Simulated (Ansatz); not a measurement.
Z-matrix (Å, degrees):
```
Si
O 1 1.6028
H 1 1.4761 2 115.10
H 1 1.4761 3 129.79 2 179.95
```
Charge +1, spin multiplicity 2.

All values below come from Ansatz (an electronic-structure program) with frozen-core CCSD(T)/def2-TZVPP // r2SCAN-D4/def2-TZVP.

```yaml
HF energy: -364.66830 Ha
MP2 correlation energy: -0.27948 Ha
```

Q: Estimate the CCSD correlation energy, the (T) correction, the total energy and the T1 diagnostic.

A: 
* **CCSD correlation energy**: -0.30877 Ha
* **(T) correction**: -0.00983 Ha
* **CCSD(T) total energy**: -364.98690 Ha
* **T1 diagnostic**: 0.024
